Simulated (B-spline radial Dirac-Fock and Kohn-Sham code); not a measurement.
Relative intensities of the K lines, Cr to Kr

The computed values come from a radial atomic solver: one-electron (LDA, Dirac) transition rates at Dirac-Fock energies. Each entry is the share of the radiative K rate in per cent; values in brackets are the Scofield rates tabulated in xraylib.

| Z | element | Kα2 | Kα1 | Kβ3 | Kβ1 | Kβ2' | radiative width (eV) |
| --- | --- | --- | --- | --- | --- | --- | --- |
| 24 | Cr | 30.2 (29.9) | 59.4 (58.7) | 3.49 (3.82) | 6.88 (7.58) | – | 0.288 |
| 25 | Mn | 30.1 (29.8) | 59.1 (58.4) | 3.61 (3.97) | 7.11 (7.83) | – | 0.346 |
| 26 | Fe | 30.2 (29.8) | 59.1 (58.4) | 3.64 (3.99) | 7.15 (7.86) | – | 0.411 |
| 27 | Co | 30.2 (29.8) | 59.0 (58.3) | 3.66 (4.01) | 7.19 (7.89) | – | 0.486 |
| 28 | Ni | 30.2 (29.8) | 58.9 (58.2) | 3.68 (4.03) | 7.22 (7.91) | – | 0.569 |
| 29 | Cu | 30.2 (29.9) | 59.0 (58.3) | 3.64 (3.99) | 7.13 (7.82) | – | 0.662 |
| 30 | Zn | 30.2 (29.9) | 58.8 (58.1) | 3.71 (4.07) | 7.26 (7.97) | – | 0.769 |
| 31 | Ga | 30.1 (29.8) | 58.6 (57.9) | 3.78 (4.17) | 7.40 (8.15) | 0.0730 | 0.888 |
| 32 | Ge | 30.0 (29.7) | 58.3 (57.6) | 3.85 (4.22) | 7.54 (8.27) | 0.173 | 1.02 |
| 33 | As | 29.9 (29.5) | 58.0 (57.3) | 3.92 (4.30) | 7.67 (8.41) | 0.297 (0.309) | 1.17 |
| 34 | Se | 29.8 (29.4) | 57.7 (56.9) | 3.99 (4.38) | 7.80 (8.57) | 0.444 (0.469) | 1.34 |
| 35 | Br | 29.7 (29.3) | 57.4 (56.6) | 4.06 (4.44) | 7.93 (8.67) | 0.611 (0.652) | 1.52 |
| 36 | Kr | 29.6 (29.2) | 57.0 (56.4) | 4.12 (4.43) | 8.04 (8.66) | 0.795 (0.856) | 1.72 |
